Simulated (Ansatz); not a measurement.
`[SiH3][GeH2][SiH2][GeH2][SiH2][GeH3]` + `BN` → `BN[SiH3]` + `[GeH3][SiH2][GeH2][SiH2][GeH3]`  (cleavage of the Si–Ge bond)

Calculated with Ansatz (gas phase, PBE0-D4/def2-TZVP geometries, no zero-point term in ΔE). CCSD(T)/CBS adds triple-zeta CCSD(T) − MP2 to the extrapolated MP2 energy (def2 sets, frozen cores). This one scheme is used for every species. DFT in def2-TZVPP. B3LYP here is the variant with VWN-RPA as its local correlation; programs differ in this. HSE06 is defined as in plane-wave codes. For Ge outer-core shells are correlated without core-valence functions, which leaves a few kJ/mol of doubt a bond. Scalar relativity is left out up to krypton. One conformer a species, not always the lowest.

| level | ΔE (kcal/mol) | difference from CCSD(T)/CBS |
| --- | --- | --- |
| LDA (SPW92) | 0.5 | 3.2 |
| PBE-D4 | 1.3 | 4.0 |
| revPBE-D4 | 0.5 | 3.2 |
| BLYP-D4 | -1.3 | 1.4 |
| r2SCAN-D4 | -1.6 | 1.1 |
| B97M-V | -3.3 | -0.6 |
| PBE0-D4 | 0.1 | 2.8 |
| B3LYP-D4 | -2.0 | 0.7 |
| r2SCANh-D4 | -1.8 | 0.9 |
| r2SCAN0-D4 | -2.0 | 0.7 |
| HSE06-D4 | 0.2 | 2.9 |
| BHLYP-D4 | -3.4 | -0.7 |
| CAM-B3LYP-D4 | -3.6 | -0.9 |
| ωB97X-V | -3.0 | -0.3 |
| ωB97M-V | -3.1 | -0.4 |
| B2PLYP | -4.2 | -1.5 |
| PBE | -0.1 | 2.6 |
| BLYP | -3.6 | -0.9 |
| r2SCAN | -2.2 | 0.5 |
| PBE0 | -1.3 | 1.4 |
| B3LYP | -4.2 | -1.5 |
| r2SCANh | -2.4 | 0.3 |
| r2SCAN0 | -2.7 | 0.0 |
| HSE06 | -1.2 | 1.5 |
| BHLYP | -5.8 | -3.1 |
| CAM-B3LYP | -5.3 | -2.6 |
| LC-ωPBE | -3.2 | -0.5 |
| RPA@PBE/def2-TZVPP | -3.6 | -0.9 |
| HF/def2-SVP | -7.7 | -5.0 |
| MP2/def2-SVP | -3.2 | -0.5 |
| CCSD/def2-SVP | -3.2 | -0.5 |
| CCSD(T)/def2-SVP | -2.6 | 0.1 |
| MP2/def2-TZVPP | -3.6 | -0.9 |
| SCS-MP2/def2-TZVPP | -5.0 | -2.3 |
| CCSD/def2-TZVPP | -3.8 | -1.1 |
| CCSD(T)/def2-TZVPP | -3.0 | -0.3 |
| MP2/def2-QZVPP | -3.6 | -0.9 |
| HF/CBS(def2) | -9.6 | -6.9 |
| MP2/CBS(def2) | -3.3 | -0.6 |
| CCSD/CBS(def2) | -3.5 | -0.8 |
| CCSD(T)/CBS | -2.7 | 0 |

Largest T1 diagnostic among the species: 0.013.

From PBE to PBE0 (25 % exact exchange), in def2-TZVPP and without D4, ΔE moves by −1.2 kcal/mol. In def2-TZVPP, CCSD(T) changes the Hartree–Fock value by +6.0 kcal/mol (the triples alone add +0.8 kcal/mol) and MP2 by +5.4 kcal/mol. Leaving LDA and LC-ωPBE aside and taking each functional with its dispersion term where it has one, the values spread over 5.5 kcal/mol, from B2PLYP to PBE-D4.
